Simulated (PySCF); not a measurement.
# NdH: from constants to spectrum

UHF-CCSD(T) constants of NdH, sextet, about 4.0 electrons in the 4f shell (Mulliken), real f orbitals that mix terms (PySCF, spin-free X2C with a Gaussian nucleus, basis sets Nd x2c-SVPall, H x2c-SVPall; masses 141.9077 and 1.0078 u):

| Item | Value |
| --- | --- |
| ωe | 1305.0 cm⁻¹ |
| ωexe | 17.3 cm⁻¹ |
| Be | 3.7558 cm⁻¹ |
| αe | 0.0665 cm⁻¹ |
| D (centrifugal) | 0.000124 cm⁻¹ |
| De to Nd (4f4 6s2) + H | 1.74 eV |

Give the vibrational terms G(v) and spacings up to v = 3.

G(v) = ωe(v+½) − ωexe(v+½)².

```csv
v,G(v) (cm⁻¹),G(v) − G(v−1),Bv (cm⁻¹)
0,648,,3.723
1,1919,1270,3.656
2,3154,1236,3.590
3,4356,1201,3.523
```

How well does the Morse estimate ωe²/(4ωexe) reproduce De, and what is D0?

It gives 3.05 eV, 175 % of the computed De. D0 = De − G(0) = 1.74 − 0.08 = 1.66 eV.

Correlated steps freeze 18 core orbitals. Correlated levels converge slowly with the basis: in double zeta they bind strong bonds too weakly, by up to about 1 eV, and carry superposition errors of some tenths. Spin–orbit coupling is left out, which matters for elements this heavy, above all for dissociation energies. The CCSD T1 diagnostic is raised, a sign that a single reference may not be enough here. With d or f electrons several states lie close, and the lowest PBE0 determinant need not be the measured ground state.
